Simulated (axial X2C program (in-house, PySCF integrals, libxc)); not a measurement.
# CsN: from the spin-free to the two-component result

Computed with an axial X2C code built on PySCF integrals. Spin-free means the one-electron spin-free X2C Hamiltonian; two-component (2c) means X2C with spin–orbit coupling and atomic mean-field two-electron Coulomb and Gaunt terms, so the difference of the two also holds small scalar two-electron terms. Basis: Cs dyall-cv3z [15s15p9d4f1g], N dyall-av3z [7s7p3d2f] (cores contracted in-house); Gaussian nuclei, density fitting, unrestricted open shells. Masses: Cs 132.905 u, N 14.003 u.

Spin-free state: M_S = 1, Λ = 0 (beyond evenly filled blocks: π+α, π-α); fragments Cs + N.

```tsv
level	Re (Å)	ωe (cm⁻¹)	De (eV)	μ (D)
PBE0	2.700	279.4	1.224	-8.25
B3LYP	2.749	260.7	1.307	-8.17
```

Dipoles are positive if N is the positive end.

Two-component determinant lowest at the distance of the search:

Ω = 1 (⟨Sz⟩ = 1.00, ⟨Lz⟩ = 0.00 at PBE0); fragments Cs + N.

```csv
level,Re (Å),ωe (cm⁻¹),De (eV),μ (D)
PBE0,2.698,279.8,1.226,-8.23
B3LYP,2.748,261.1,1.309,-8.15
```

(1) From the two tables, how do the constants change at the PBE0 level (2c against spin-free)?

Occupations by symmetry block were frozen at the best pattern of an incomplete PBE0 search. Dissociation energies refer to the lowest single-determinant-based atoms at the same level and basis. Density functionals use the spin component along the axis (collinear). Other states lie close and PBE0, whose exact exchange favours high spin, may order them wrongly; the determinant shown need not be the ground state. The nearest other spin-free determinant of the search, M_S = 1, Λ = 1, lies 0.16 eV up at the distance of the search. With several unpaired electrons one determinant need not be a pure state. Open-shell Ω = 0 determinants with evenly filled partner blocks cannot be reached by this program, so the Ω shown need not be the lowest component. This is the Ω = 1 component of a π² triplet; the 0⁺ component is not one determinant and can lie lowest. The determinant is spin-polarised beyond a pure state at some levels (its spin-free form has ⟨S²⟩ too high), which makes Re and μ there less reliable.

Results:

(1) At the PBE0 level Re drops by 0.002 Å and ωe rises by 0.4 cm⁻¹; De changes by 0.002 eV.
